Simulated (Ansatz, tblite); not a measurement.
Forces on CuAu2 at its PBE0-D4/def2-TZVP geometry. The state is a doublet with charge 0.

In the def2 sets Au takes a core potential; there is no spin–orbit coupling. The xTB rows come from tblite. The structure comes from a short search, and lower isomers may exist.

GFN1-xTB (tblite), largest force 0.55 eV/Å:

```xyz
3
positions Å, forces eV/Å
Au   -0.007    0.996    1.177   -0.148   -0.245   -0.098
Au    0.945   -0.008   -1.217   -0.232   -0.156    0.115
Cu   -0.938   -0.988    0.041    0.380    0.400   -0.016
```

GFN2-xTB (tblite), largest force 0.96 eV/Å:

```
Au -0.514 0.125 0.804
Au 0.119 -0.542 -0.787
Cu 0.396 0.417 -0.017
```

HF/def2-TZVP (Ansatz), largest force 1.18 eV/Å:

```
Au 0.122 0.728 0.698
Au 0.692 0.129 -0.733
Cu -0.814 -0.857 0.035
```
